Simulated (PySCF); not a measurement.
SMILES [SiH](Cl)([SiH2][Ge]([CH3])([CH3])[CH3])Cl, GFN2-xTB optimised geometry.

```
20

Si     2.67    -0.12     2.11
Cl     2.63    -1.79     3.27
Cl     1.46     1.24     3.02
Si     1.81    -0.56     0.00
Ge    -0.57    -0.56     0.00
C     -1.31    -1.50    -1.59
C     -1.27     1.29     0.00
C     -1.26    -1.48     1.62
H      4.02     0.42     2.28
H      2.34     0.45    -0.93
H      2.36    -1.84    -0.49
H     -2.40    -1.49    -1.57
H     -0.99    -1.02    -2.51
H     -0.98    -2.54    -1.62
H     -2.36     1.29     0.01
H     -0.93     1.83     0.88
H     -0.95     1.84    -0.88
H     -0.90    -2.50     1.69
H     -2.35    -1.51     1.61
H     -0.95    -0.95     2.52
```

Density from B3LYP/def2-SVP run with PySCF at that geometry.

Minimum of the electron density along straight lines between bonded atoms, close to the bond critical point (lines longer than 1.1 times the sum of covalent radii, or with two minima, are not listed):

| bond | length / Å | ρ at the minimum / e bohr⁻³ | ∇²ρ there / e bohr⁻⁵ | position (fraction from the first atom) |
|---|---|---|---|---|
| Si1–Cl2 | 2.031 | 0.096 | 0.31 | 0.37 |
| Si1–Cl3 | 2.038 | 0.094 | 0.30 | 0.37 |
| Si4–Ge5 | 2.380 | 0.090 | -0.12 | 0.50 |
| Ge5–C6 | 1.993 | 0.120 | 0.04 | 0.47 |
| Ge5–C7 | 1.989 | 0.121 | 0.04 | 0.47 |
| Ge5–C8 | 1.988 | 0.121 | 0.04 | 0.47 |
| Si1–H9 | 1.461 | 0.121 | 0.33 | 0.49 |
| Si4–H10 | 1.471 | 0.114 | 0.33 | 0.49 |
| Si4–H11 | 1.470 | 0.114 | 0.33 | 0.49 |
| C6–H12 | 1.087 | 0.273 | -0.98 | 0.63 |
| C6–H13 | 1.086 | 0.274 | -0.99 | 0.63 |
| C6–H14 | 1.086 | 0.274 | -0.99 | 0.63 |
| C7–H15 | 1.087 | 0.273 | -0.98 | 0.62 |
| C7–H16 | 1.086 | 0.275 | -1.00 | 0.63 |
| C7–H17 | 1.086 | 0.274 | -0.99 | 0.62 |
| C8–H18 | 1.087 | 0.274 | -0.99 | 0.63 |
| C8–H19 | 1.087 | 0.273 | -0.98 | 0.62 |
| C8–H20 | 1.086 | 0.274 | -1.00 | 0.63 |
